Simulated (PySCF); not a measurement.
## Structure from NMR data

The spectra below were simulated for a compound CH10N2OSi3.

1H NMR (500 MHz, computed): δ 5.98 (m, 1H), 5.90 (m, 1H), 5.54 (m, 1H), 5.37 (d, 1H), 5.18 (d, 1H), 3.75 (m, 1H), 3.70 (m, 1H), 0.29 (br s, 2H), -0.27 (br s, 1H).

13C{1H} NMR (computed): δ 53.6 (CH2).

PySCF 2.14 calculation with GFN2-xTB structure and shielding tensors at PBE0/pcSseg-1 (GIAO); relativity neglected, fast rotation and ring inversion assumed for equivalent nuclei, single conformer, no solvent model.

δ = σ(ref) − σ, references computed at the same level: 1H, 13C vs TMS.

**Question.** Propose a structure and justify it.

**Answer.** 
- Rings plus π bonds: 1 (1 ring in the answer).
- Carbon types of the structure: 1 × CH2, leaving 8 H on heteroatoms.
- δC 53.6: sp3 CH2 bonded to N and Si; deshielded by the electronegative neighbour.
- δH 5.98: hydrogen on a silicon bonded to C, O, Si, in a 4-membered ring.
- δH 5.90, 5.54: hydrogen on a silicon bonded to N, Si, in a 4-membered ring.
- δH 5.37, 5.18: hydrogen on a silicon bonded to N, O.
- δH 3.75, 3.70: hydrogen on an sp3 CH2 bonded to N and Si; its carbon carries N, an electronegative neighbour.
- δH 0.29: hydrogen on a nitrogen bonded to Si; exchangeable; this is the value without hydrogen bonding to other molecules.
- δH -0.27: hydrogen on a nitrogen bonded to C, Si, in a 4-membered ring; exchangeable, gas-phase position.

These data were computed for `N1C[Si@@H](O[SiH2]N)[SiH2]1`.

The shifts were computed for this structure.

OH and NH positions are those of a molecule without intermolecular hydrogen bonds; in solution they move with solvent, concentration and temperature, and exchange usually removes their couplings. Shifts are as computed. Against solution values, carbons near 30 ppm lie about +3 ppm off and those near 130 ppm about +5 ppm. Of 1211 compounds with measured shifts, 218 miss one by over three times the rms of a fit or turn the order of signals round; such compounds aren't used in these exercises. No couplings were computed; multiplicities are counted from neighbouring protons, with m where these are inequivalent, close in shift, in a saturated or five-membered ring or joined by F or P, and br s for small geminal =CH2 splittings.
